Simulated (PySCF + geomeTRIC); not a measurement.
Species: Cl2FGa, SMILES `[F][Ga]([Cl])[Cl]` (charge 0, multiplicity 1).

Task: Give a relaxed geometry from PBE0-D4/def2-TZVP (PySCF + geomeTRIC).

Result: the end point of this relaxation (outside a Z-matrix the atoms follow the SMILES, hydrogens last).
Z-matrix (Å, degrees):
```
Ga
F 1 1.7332
Cl 1 2.1039 2 118.29
Cl 1 2.1039 2 118.29 3 -179.99
```
